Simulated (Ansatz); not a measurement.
`C[O][Mo]([OH])([F])(=[S])[Cl]` + HCl → `[OH][Mo]([F])(=[S])([Cl])[Cl]` + CH₃OH at 500 K and 1 bar (ligand exchange at a Mo–O bond).

Isolated molecules relaxed with PBE0-D4/def2-TZVP in Ansatz; ΔE leaves out vibrations. CCSD(T)/CBS adds triple-zeta CCSD(T) − MP2 to the extrapolated MP2 energy (def2 sets, frozen cores). This one scheme is used for every species. def2 core potentials past Kr. For Mo outer-core shells are correlated without core-valence functions, which leaves a few kJ/mol of doubt a bond. Each species was taken in one conformer, which may not be the lowest.

| species | CCSD(T)/CBS energy (Eh) | H − E (kJ/mol) | S (J/(mol·K)) |
| --- | --- | --- | --- |
| `C[O][Mo]([OH])([F])(=[S])[Cl]` | -1216.44968 | 223.7 | 503.7 |
| HCl | -460.38127 | 32.5 | 201.9 |
| `[OH][Mo]([F])(=[S])([Cl])[Cl]` | -1561.20527 | 104.5 | 470.6 |
| CH₃OH | -115.61712 | 157.0 | 265.4 |

H − E and S are ideal-gas, rigid-rotor, harmonic terms from PBE0-D4/def2-TZVP, for one conformer and one mirror image of each species. 1 Eh = 2625.50 kJ/mol, R = 8.31446 J/(mol·K).

Task: By hand: ΔE, ΔH, ΔS and ΔG.

Result: ΔE = (-1561.20527) + (-115.61712) − (-1216.44968) − (-460.38127) = 0.00856 Eh = 22.5 kJ/mol. Δ(H − E) = 104.5 + 157.0 − 223.7 − 32.5 = 5.3, so ΔH = 27.8 kJ/mol. ΔS = 470.6 + 265.4 − 503.7 − 201.9 = 30.4 J/(mol·K). ΔG = 27.8 − 500 × (30.4)/1000 = 12.6 kJ/mol.

Task: By hand: the equilibrium constant, and the temperature at which ΔG would vanish if ΔH and ΔS stayed fixed.

Result: log₁₀ K = −ΔG/(RT ln 10) = -1.3. ΔG = 0 at ΔH/ΔS = 914 K.

TΔS isn't small against ΔH here. A doubt of 5 kJ/mol in ΔE shifts log₁₀ K by 0.5 here. Other conformers and mirror images would add mixing entropy, several J/(mol·K) or more a flexible species. Modes under 60 cm⁻¹, often nearly free rotors, make the harmonic entropy too high. These are equilibria of isolated gas molecules and say nothing of rates. Largest T1 diagnostic: 0.025 (customary marks: 0.02 for closed shells, 0.045 for open ones).
